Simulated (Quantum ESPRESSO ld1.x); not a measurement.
All-electron atom: I20+ in [Ar] 3d10 4s2 4p3. All-electron calculation, scalar-relativistic Kohn-Sham, LDA (Slater exchange, Perdew-Wang correlation), spin-polarised, spherical densities, point nucleus; open shells are filled with parallel spins first. Program: ld1.x of Quantum ESPRESSO 7.5.

Normalised radial functions P(r) = r R(r), r in bohr:

```
   r/bohr * 4s down, o 4p up, + 4p down (the largest magnitude, 1.47, reaches the edge; | marks zero, & curves that meet)
 0.002701                             &  *
 0.003069                             &  *
 0.003516                             &   *
 0.003997                             &   *
 0.004542                             &   *
 0.005204                             &    *
 0.005915                             |&   *
 0.006723                             |&    *
 0.007702                             |&    *
 0.008754                             |&    *
  0.01003                             |&    *
   0.0114                             | &    *
  0.01295                             | &    *
  0.01484                             |  &   *
  0.01687                             |  &  *
  0.01917                             |   & *
  0.02197                             |    &
  0.02496                             |   * &
  0.02837                             | *    &
  0.03251                             |*      &
  0.03695                            *|        &
  0.04233                         *   |        &
  0.04811                       *     |         &
  0.05468                     *       |          &
  0.06264                   *         |          &
   0.0712                  *          |         &
  0.08092                  *          |        &
  0.09271                   *         |     &
   0.1054                     *       |   &
   0.1207                         *   &
   0.1372                         &   |*
   0.1559                    &        |     *
   0.1787                 &           |          *
   0.2031              &              |              *
   0.2308             &               |               *
   0.2644               &             |              *
   0.3005                   &         |          *
   0.3415                         &   |   *
   0.3913                        *    |   &
   0.4447               *             |           &
   0.5095        *                    |                   &
   0.5791   *                         |                        &
   0.6582  *                          |                         &
   0.7541    *                        |                        &
    0.857         *                   |                    &
   0.9741               *             |              &
    1.116                    *        |         &
    1.268                        *    |     &
    1.442                           * |  &
    1.652                            *|&
    1.877                             &
    2.151                             &
    2.444                             &
    2.778                             &
    3.183                             &
    3.617                             &
```

4s down: eigenvalue -647.06 eV, 3 radial nodes at r = 0.0339, 0.135, 0.365 bohr, <r> = 0.666 bohr, 90 % of the charge inside 0.945 bohr. 4p up: eigenvalue -595.16 eV, 2 radial nodes at r = 0.120, 0.365 bohr, <r> = 0.687 bohr, 90 % of the charge inside 0.981 bohr. 4p down (empty): eigenvalue -587.41 eV, 2 radial nodes at r = 0.120, 0.365 bohr, <r> = 0.688 bohr, 90 % of the charge inside 0.983 bohr.
